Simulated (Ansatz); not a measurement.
Ansatz results at the PBE0-D4/def2-TZVP geometry: size of the dipole moment (B3LYP/def2-TZVPP) 1.84 D; HOMO energy (PBE/def2-TZVPP) -6.17 eV; HOMO energy (ωB97M-V/def2-TZVPP) -9.22 eV.

Each molecule was computed in one conformer, which needn't be the lowest.

(1) Which molecule gave them?
A. `CC1=C[Te][SiH2]1`
B. `OCB(F)O[SiH3]`
C. `O[SiH2][SiH2]P`
D. `OB(Cl)C[SiH3]`

Answers

(1) C. The others give `CC1=C[Te][SiH2]1`: 1.58, -4.86, -7.84; `OCB(F)O[SiH3]`: 2.74, -6.67, -10.83; `OB(Cl)C[SiH3]`: 0.81, -7.50, -11.14.

B3LYP here is the variant with VWN-RPA as its local correlation; programs differ in this.
